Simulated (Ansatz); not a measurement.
# Correcting a cheap level on molecular compounds of Sn

The vertical ionisation energy (cation less neutral) in eV of 6 molecular compounds of Sn: x at PBE0-D4/def2-TZVPP, y at CCSD(T)/def2-TZVPP. Shapes, held fixed at every level: PBE0-D4/def2-TZVP. Flexible molecules stand in one conformer, not always the lowest. Programs: Ansatz 0.2.0.

| molecule | x (eV) | y (eV) |
| --- | --- | --- |
| C2H6OSn (SMILES C[CH2][Sn][OH]) | 8.24 | 8.35 |
| CH4S2Sn (SMILES C[S][Sn][SH]) | 8.86 | 8.96 |
| CH6OSSiSn (SMILES C[S][Sn][O][SiH3]) | 8.87 | 8.94 |
| Sn(SH)Cl | 9.48 | ? |
| Sn(NH2)Cl | 9.58 | 9.71 |
| SnCl2 (SMILES [Cl][Sn][Cl]) | 10.10 | 10.14 |

Problem. Fit y = c + s·x to the known rows and predict y for Sn(SH)Cl.

Solution. 
1. Means of the 5 rows: x = 9.1300, y = 9.220.
2. Σ(Δx)² = 2.076, Σ(Δx·Δy) = 2.0302, so the slope is 2.0302/2.076 = 0.97794.
3. Intercept: 9.220 − (0.97794) × 9.1300 = 0.291. The largest residual of the fit is 0.050.
4. Sn(SH)Cl: 0.291 + 0.97794 × 9.48 = 9.56 eV.

CCSD(T)/def2-TZVPP gives 9.51 eV, so the prediction is off by +0.05 eV, about the largest residual. Uncorrected, PBE0-D4/def2-TZVPP misses Sn(SH)Cl by -0.03 eV, and the other rows by 0.09 on average. The line makes this one worse. Left out in turn, the other rows are missed by 0.04 eV on average, so much of the error is systematic among these molecules. Cations run unrestricted. For atoms past krypton def2 sets carry core potentials with scalar relativity. Outer-core shells of Sn are correlated, in sets that cover them unevenly.
